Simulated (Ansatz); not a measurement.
Isolated molecules relaxed with PBE0-D4/def2-TZVP in Ansatz; ΔE leaves out vibrations. CBS: MP2 limit from def2 TZ/QZ plus the TZ coupled-cluster correction, frozen cores. Functionals use def2-TZVPP. B3LYP here is the variant with VWN-RPA as its local correlation; programs differ in this. HSE06 is defined as in plane-wave codes. For Zn outer-core shells are correlated without core-valence functions, which leaves a few kJ/mol of doubt a bond. Scalar relativity is left out up to krypton. One conformer a species, not always the lowest.

Reaction (redistribution): `B[SiH]([SiH3])[SiH3]` + `[NH2][Zn][NH2]` → `N[SiH]([SiH3])[SiH3]` + `[BH2][Zn][NH2]`

`B[SiH]([SiH3])[SiH3]`:

```xyz
13

B    -1.402    0.518    1.567
Si   -0.351   -0.623    0.322
Si   -0.794    0.066   -1.875
Si    1.926   -0.162    0.639
H    -1.258    1.704    1.516
H    -2.173    0.078    2.367
H    -0.581   -2.092    0.438
H    -0.452    1.507   -2.011
H    -2.227   -0.119   -2.229
H     0.034   -0.716   -2.833
H     2.365   -0.492    2.022
H     2.745   -0.955   -0.318
H     2.169    1.285    0.395
```

`[NH2][Zn][NH2]`:

```xyz
7

N    -1.433    0.798    0.776
Zn   -0.019    0.019   -0.044
N     1.328   -0.693   -1.023
H    -1.708    0.442    1.680
H    -1.462    1.807    0.810
H     1.105   -1.451   -1.652
H     2.189   -0.920   -0.546
```

`N[SiH]([SiH3])[SiH3]`:

```xyz
13

N     0.200    1.715    0.904
Si    0.093    0.008    0.653
Si   -1.999   -0.474   -0.278
Si    1.798   -0.636   -0.815
H    -0.552    2.199    1.368
H     1.088    2.130    1.139
H     0.232   -0.832    1.889
H    -2.119    0.103   -1.644
H    -3.094    0.088    0.562
H    -2.186   -1.948   -0.363
H     3.126   -0.174   -0.318
H     1.582   -0.057   -2.168
H     1.832   -2.119   -0.929
```

`[BH2][Zn][NH2]`:

Cartesian coordinates in Å:
```
B 0.898 -1.206 -1.196
Zn -0.052 0.069 0.076
N -0.887 1.195 1.225
H 0.422 -2.254 -1.531
H 1.973 -0.961 -1.667
H -1.809 1.052 1.602
H -0.544 2.104 1.489
```

| level | ΔE (kcal/mol) | difference from CCSD(T)/CBS |
| --- | --- | --- |
| LDA (SPW92) | -1.6 | 0.0 |
| PBE-D4 | -1.4 | 0.2 |
| BLYP-D4 | -3.4 | -1.8 |
| r2SCAN-D4 | -2.0 | -0.4 |
| B97M-V | -2.3 | -0.7 |
| PBE0-D4 | -1.8 | -0.2 |
| B3LYP-D4 | -3.6 | -2.0 |
| r2SCANh-D4 | -2.1 | -0.5 |
| r2SCAN0-D4 | -2.3 | -0.7 |
| BHLYP-D4 | -4.3 | -2.7 |
| CAM-B3LYP-D4 | -4.2 | -2.6 |
| ωB97X-V | -3.0 | -1.4 |
| ωB97M-V | -4.1 | -2.5 |
| B2PLYP | -2.7 | -1.1 |
| PBE-QIDH | -1.6 | 0.0 |
| PBE | -1.4 | 0.2 |
| revPBE | -1.4 | 0.2 |
| BLYP | -3.4 | -1.8 |
| r2SCAN | -2.0 | -0.4 |
| B3LYP | -3.7 | -2.1 |
| r2SCANh | -2.1 | -0.5 |
| r2SCAN0 | -2.3 | -0.7 |
| HSE06 | -1.8 | -0.2 |
| BHLYP | -4.6 | -3.0 |
| CAM-B3LYP | -4.3 | -2.7 |
| LC-ωPBE | -2.8 | -1.2 |
| RPA@PBE/def2-TZVPP | -1.1 | 0.5 |
| HF/def2-SVP | -5.5 | -3.9 |
| CCSD/def2-SVP | -2.4 | -0.8 |
| CCSD(T)/def2-SVP | -2.1 | -0.5 |
| HF/def2-TZVPP | -5.6 | -4.0 |
| MP2/def2-TZVPP | -1.0 | 0.6 |
| SCS-MP2/def2-TZVPP | -1.9 | -0.3 |
| CCSD/def2-TZVPP | -2.1 | -0.5 |
| CCSD(T)/def2-TZVPP | -1.3 | 0.3 |
| HF/def2-QZVPP | -5.4 | -3.8 |
| SCS-MP2/def2-QZVPP | -2.0 | -0.4 |
| HF/CBS(def2) | -5.3 | -3.7 |
| MP2/CBS(def2) | -1.2 | 0.4 |
| CCSD/CBS(def2) | -2.3 | -0.7 |
| CCSD(T)/CBS | -1.6 | 0 |

What do rigid-rotor, harmonic-oscillator terms from PBE0-D4/def2-TZVP frequencies (298.15 K, 1 bar) make of the CCSD(T)/CBS value? (Best estimate.)

The calculation gave: ΔZPE = -0.3 kcal/mol, ΔH = -1.7 kcal/mol, ΔS = 5 J/(mol·K), ΔG = -2.1 kcal/mol. Modes under 50 cm⁻¹ make the entropy rough.

Largest T1 diagnostic among the species: 0.016.

In def2-TZVPP, CCSD(T) changes the Hartree–Fock value by +4.2 kcal/mol (the triples alone add +0.7 kcal/mol) and MP2 by +4.5 kcal/mol. From BLYP to BHLYP (50 % exact exchange), in def2-TZVPP and without D4, ΔE moves by −1.2 kcal/mol. Leaving LDA and LC-ωPBE aside and taking each functional with its dispersion term where it has one, the values spread over 3.0 kcal/mol, from BHLYP-D4 to PBE-D4.

CCSD(T)/CBS has its own doubt, a few kJ/mol and more with outer-core shells, so smaller differences from it don't rank the levels.
